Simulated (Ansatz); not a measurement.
Isolated molecules relaxed with PBE0-D4/def2-TZVP in Ansatz; ΔE leaves out vibrations. CCSD(T)/CBS is the MP2 limit (def2-TZVPP, def2-QZVPP) plus CCSD(T) − MP2 in def2-TZVPP, frozen cores. This one scheme is used for every species. DFT in def2-TZVPP. B3LYP here is the variant with VWN-RPA as its local correlation; programs differ in this. Each species was taken in one conformer, which may not be the lowest.

Consider the cleavage of the B–Si bond: `OB[Si](F)(F)Cl` + `[NH2][AlH2]` → `OB[NH][AlH2]` + `F[SiH](F)Cl`.

**Question.** Is it downhill or uphill in electronic energy at CCSD(T)/CBS, and by how much? (An estimate is asked.)

**Answer.** The calculation gave: Downhill: ΔE = -126.7 kJ/mol.

**Question.** What do these levels give: B3LYP-D4, BLYP, RPA@PBE/def2-TZVPP, MP2/def2-TZVPP, SCS-MP2/def2-TZVPP, SCS-MP2/def2-QZVPP? (Estimate.)

**Answer.** Computed: B3LYP-D4 -121.9, BLYP -116.6, RPA@PBE/def2-TZVPP -123.1, MP2/def2-TZVPP -134.0, SCS-MP2/def2-TZVPP -132.0, SCS-MP2/def2-QZVPP -131.6 kJ/mol.

**Question.** What do rigid-rotor, harmonic-oscillator terms from PBE0-D4/def2-TZVP frequencies (298.15 K, 1 bar) make of the CCSD(T)/CBS value? (An estimate is asked.)

**Answer.** Ansatz gave: ΔZPE = +0.6 kJ/mol, ΔH = -129.2 kJ/mol, ΔS = -10 J/(mol·K), ΔG = -126.2 kJ/mol. Modes under 50 cm⁻¹ make the entropy rough.

Largest T1 diagnostic among the species: 0.013.

From BLYP to BHLYP (50 % exact exchange), in def2-TZVPP and without D4, ΔE moves by −14.7 kJ/mol. At CCSD(T), def2-SVP lies −5.4 kJ/mol from the extrapolated value and def2-TZVPP −1.2 kJ/mol. Leaving LDA and LC-ωPBE aside and taking each functional with its dispersion term where it has one, the values, not all of them listed here, spread over 18.2 kJ/mol, from BHLYP-D4 to revPBE-D4. LDA lies −11.5 kJ/mol from PBE without D4.
